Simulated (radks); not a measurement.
Results of a calculation; reference values are marked as such.
Q: Ti, 22 electrons, occupied as [Ar] 3d2 4s2. Code: a radial shooting solver on a logarithmic mesh with Libxc functionals. Model: scalar-relativistic Kohn-Sham, AM05, spin-polarised, spherical densities, finite nucleus; open shells are filled with parallel spins first; Fermi nuclear charge, rms radius 3.5921 fm. Some entries of the table are withheld. Estimate them.

| orbital | occ. | eigenvalue (Ry) | <1/r> (bohr^-1) | <r^2> (bohr^2) |
|---|---|---|---|---|
| 1s down | 1 | -356.9718 | 21.77 | 0.006533 |
| 1s up | 1 | -356.9714 | 21.77 | 0.006534 |
| 2s up | 1 | -39.37073 | 4.537 | 0.1255 |
| 2s down | 1 | -39.32843 | 4.541 | 0.1252 |
| 2p up | 3 | -32.61012 | 4.444 | 0.1041 |
| 2p down | 3 | -32.57745 | 4.448 | 0.1038 |
| 3s up | 1 | -4.62698 | 1.396 | 1.175 |
| 3s down | 1 | -4.50216 | 1.395 | 1.175 |
| 3p up | 3 | -2.89303 | 1.264 | 1.395 |
| 3p down | 3 | -2.76779 | 1.263 | 1.396 |
| 3d up | 2 | (1) | 0.8761 | 3.357 |
| 4s up | 1 | -0.34165 | 0.3795 | 13.61 |
| 4s down | 1 | -0.30173 | 0.3554 | 15.21 |
| 3d down | 0 | (2) | 0.8439 | 4.025 |

A: 
(1) 3d up eigenvalue (Ry): -0.35743
(2) 3d down eigenvalue (Ry): -0.24302
